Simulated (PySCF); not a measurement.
**Nonlinear optical response: `[SiH3]CO[Si@H](P)C[SiH3]`, C2H13OPSi3**

Molfile (atoms numbered from 1):
```
C2H13OPSi3
     RDKit          3D

 20 19  0  0  0  0  0  0  0  0999 V2000
    2.8111   -1.4593    0.0353 Si  0  0  0  0  0  4  0  0  0  0  0  0
    1.8438   -0.0539    0.8871 C   0  0  0  0  0  0  0  0  0  0  0  0
    0.4779   -0.1256    0.5415 O   0  0  0  0  0  0  0  0  0  0  0  0
   -0.2835    0.7479   -0.5887 Si  0  0  2  0  0  4  0  0  0  0  0  0
    0.5031    2.8615   -0.4907 P   0  0  0  0  0  0  0  0  0  0  0  0
   -2.1117    0.4896   -0.1731 C   0  0  0  0  0  0  0  0  0  0  0  0
   -2.6008   -1.3297    0.0673 Si  0  0  0  0  0  4  0  0  0  0  0  0
    2.6570   -1.3310   -1.4128 H   0  0  0  0  0  0  0  0  0  0  0  0
    2.2682   -2.7374    0.4940 H   0  0  0  0  0  0  0  0  0  0  0  0
    4.2154   -1.3142    0.4238 H   0  0  0  0  0  0  0  0  0  0  0  0
    2.2384    0.9331    0.6180 H   0  0  0  0  0  0  0  0  0  0  0  0
    1.9011   -0.1379    1.9766 H   0  0  0  0  0  0  0  0  0  0  0  0
    0.0455    0.2814   -1.9475 H   0  0  0  0  0  0  0  0  0  0  0  0
   -0.1325    3.1803    0.6966 H   0  0  0  0  0  0  0  0  0  0  0  0
   -0.5117    3.4116   -1.2466 H   0  0  0  0  0  0  0  0  0  0  0  0
   -2.3712    1.0480    0.7264 H   0  0  0  0  0  0  0  0  0  0  0  0
   -2.7008    0.9219   -0.9804 H   0  0  0  0  0  0  0  0  0  0  0  0
   -1.8706   -1.9363    1.1775 H   0  0  0  0  0  0  0  0  0  0  0  0
   -4.0390   -1.3707    0.3635 H   0  0  0  0  0  0  0  0  0  0  0  0
   -2.3447   -2.0687   -1.1710 H   0  0  0  0  0  0  0  0  0  0  0  0
  1  2  1  0
  2  3  1  0
  3  4  1  0
  4  5  1  0
  4  6  1  0
  6  7  1  0
  1  8  1  0
  1  9  1  0
  1 10  1  0
  2 11  1  0
  2 12  1  0
  4 13  1  6
  5 14  1  0
  5 15  1  0
  6 16  1  0
  6 17  1  0
  7 18  1  0
  7 19  1  0
  7 20  1  0
M  END
```

Computed with PySCF 2.14.0, quadratic response CAM-B3LYP/def2-SVPD first hyperpolarisability, Taylor convention, gas phase. Geometry: GFN2-xTB.

**Question.** What is the first hyperpolarisability, and how does it disperse?

**Answer.** In au, Taylor convention; the vector part is βᵢ = ⅓ Σⱼ (βᵢⱼⱼ + βⱼᵢⱼ + βⱼⱼᵢ); β∥ is 3/5 of the vector part along the dipole, the dipole points from − to +:
| process | λ (nm) | β vector norm | β∥ | β HRS | depolarisation ratio |
| --- | --- | --- | --- | --- | --- |
| static β(0;0,0) | ∞ | 196.1 | 90.0 | 78.9 | 5.54 |
| second harmonic β(−2ω;ω,ω) | 1550 | 206.4 | 94.8 | 83.2 | 5.47 |
| Pockels β(−ω;ω,0) | 1550 | 199.4 | 91.6 | – | – |
| second harmonic β(−2ω;ω,ω) | 1064 | 219.0 | 100.8 | 88.6 | 5.38 |
| Pockels β(−ω;ω,0) | 1064 | 203.3 | 93.4 | – | – |
| second harmonic β(−2ω;ω,ω) | 694.3 | 257.7 | 119.1 | 105.2 | 5.15 |
| Pockels β(−ω;ω,0) | 694.3 | 213.7 | 98.3 | – | – |

**Question.** Which lowest excitations, dipole and polarisabilities go with it?

**Answer.** S1 6.17 eV (f = 0.023); S2 6.60 eV (f = 0.046); S3 6.85 eV (f = 0.080); dipole 0.64 D; isotropic α 135.0 au static, 135.7 au at 1550 nm, 136.5 au at 1064 nm, 137.8 au at 775 nm, 138.5 au at 694.3 nm, 141.0 au at 532 nm, 150.4 au at 347.1 nm.
